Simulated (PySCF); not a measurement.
WF2H4, SMILES [WH4]([F])[F], multiplicity 1.

Coordinates come from a PBE0-D3(BJ)/def2-TZVP optimisation. A frequency run showed that this geometry is not a minimum. The multiplicity is an assumed one; no other spin state was optimised. The structure was generated by enumeration; whether it is a known compound was not checked. The def2 effective core potentials stand for the cores of W; spin–orbit coupling is left out.

All values below come from PBE/def2-TZVPD in PySCF.

Symmetry labels are those of the subgroup C2v that the program uses (full group C2v).

Computed valence orbital energies around the gap with their symmetry:
| orbital | symmetry | energy (eV) |
|---|---|---|
| HOMO−7 | A2 | -10.96 |
| HOMO−6 | B2 | -10.69 |
| HOMO−5 | A1 | -10.66 |
| HOMO−4 | B1 | -10.27 |
| HOMO−3 | A1 | -10.06 |
| HOMO−2 | A1 | -9.18 |
| HOMO−1 | B2 | -8.51 |
| HOMO | B1 | -6.79 |
| LUMO | A2 | -4.40 |
| LUMO+1 | B2 | -3.90 |
| LUMO+2 | A1 | -3.49 |
| LUMO+3 | A1 | -0.64 |
